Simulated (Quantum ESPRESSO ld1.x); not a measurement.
Species: Dy. Configuration: [Xe] 4f10 6s1 7f1 (not the ground configuration). All-electron calculation, scalar-relativistic Kohn-Sham, LDA (Slater exchange, Perdew-Wang correlation), spin-polarised, spherical densities, point nucleus; open shells are filled with parallel spins first. Program: ld1.x of Quantum ESPRESSO 7.5. Some entries of the table are withheld. Estimate them.

orbital,occ.,eigenvalue (hartree),r(max) (bohr)
1s up,1,-1970.45,0.01339
1s down,1,-1970.45,0.01339
2s up,1,-328.328,0.07609
2s down,1,-328.325,0.07609
2p up,3,-291.459,0.06170
2p down,3,-291.457,0.06170
3s up,1,-73.2387,0.2157
3s down,1,-73.1796,0.2156
3p up,3,-61.9215,0.2118
3p down,3,-61.8628,0.2118
3d up,5,-47.3350,0.1729
3d down,5,-47.2892,0.1728
4s up,1,-14.6751,0.4941
4s down,1,-14.5504,0.4940
4p up,3,-10.9473,0.5161
4p down,3,-10.8242,0.5160
4d up,5,-5.87079,0.5345
4d down,5,-5.75040,0.5345
5s up,1,-2.03686,1.154
5s down,1,-1.97437,1.160
5p up,3,(1),1.318
5p down,3,(2),1.329
4f up,7,-0.36982,0.5375
6s up,1,-0.31468,3.199
6s down,0,-0.28093,3.220
4f down,3,-0.26556,0.5395
7f up,1,-0.01111,(3)
7f down,0,-0.00927,(4)

Answer. 
(1) 5p up eigenvalue (hartree): -1.16320
(2) 5p down eigenvalue (hartree): -1.11472
(3) 7f up r(max) (bohr): 48.52
(4) 7f down r(max) (bohr): 24.62
